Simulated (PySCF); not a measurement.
# Spinor energies of Dy (dysprosium, neutral)

Start: [Xe] 4f10 6s2; 4f5/2 filled at m_j = -5/2, -3/2, -1/2, +1/2, +3/2, +5/2; 4f7/2 filled at m_j = +1/2, +3/2, +5/2, +7/2. Calculated with PySCF 2.14 in x2c-SVPall-2c with one added diffuse shell each of s, p, d, f type (8s11p10d4f1g, 128 functions): generalised Hartree-Fock with the X2C-1e Hamiltonian and a Gaussian nucleus; one run each with spin-orbit coupling (SO) switched off, then screened by Boettger's factors.

```tsv
spinor shell	electrons	ε, spin-free (eV)	ε, screened SO (eV)	weight of nominal j (screened SO)	rms radius, screened SO (bohr)
1s1/2	2	-54055.9	-54044.8	1.000	0.0240
2s1/2	2	-9125.8	-9122.3	1.000	0.0971
2p1/2	2	-8093.4	-8659.0	1.000	0.0830
2p3/2	4	-8093.4	-7853.4	1.000	0.0896
3s1/2	2	-2083.3	-2082.2	1.000	0.250
3p1/2	2	-1760.1	-1879.9	1.000	0.241
3p3/2	4	-1760.1	-1708.4	1.000	0.255
3d3/2	4	-1342.3	-1364.6	0.999	0.228
3d5/2	6	-1342.3	-1326.4	0.999	0.231
4s1/2	2	-436.53	-436.19	1.000	0.564
4p1/2	2	-327.53	-355.65	0.994	0.579
4d3/2	4	-175.95	-183.46	0.889	0.655
4d5/2	6	-175.95	-170.65	0.926	0.664
5s1/2	2	-59.786	-59.730	1.000	1.41
5p1/2	2	-31.549	-35.429	0.977	1.60
5p3/2	4	-31.549	-29.879	0.989	1.72
4f5/2	6	-13.831	-13.947	0.719	0.954
4f7/2	4	-13.831	-13.509	0.715	0.962
6s1/2	2	-5.093	-5.095	1.000	4.77
```

Where does 4p3/2 lie, and what is the 4p spin-orbit splitting (screened SO)?

At -315.25 eV, 40.396 eV above 4p1/2.

```csv
quantity,spin-free,screened SO
E (hartree),-12148.09492,-12157.02127
M_J,8,8
⟨J²⟩,72.011,72.011
⟨L²⟩,42.003,42.751
⟨S²⟩,6.008,5.901
```

Each row is a mean over spinors that exchange with the open shell spreads, by up to 14.739 eV (4d5/2).

Rows whose weight is well below 1 are mixtures of j = l ± 1/2: exchange outweighs spin-orbit coupling there, and the label is only the starting occupation.

Breit and QED terms are absent; they matter most for the inner s and p1/2 levels.

Densities and radii are taken from the X2C orbitals without a picture-change correction, which distorts them close to the nucleus.

Without spin-orbit coupling the j labels of p, d and f shells carry no meaning; the spin-free column gives the mean over the occupied spinors of each nl shell.
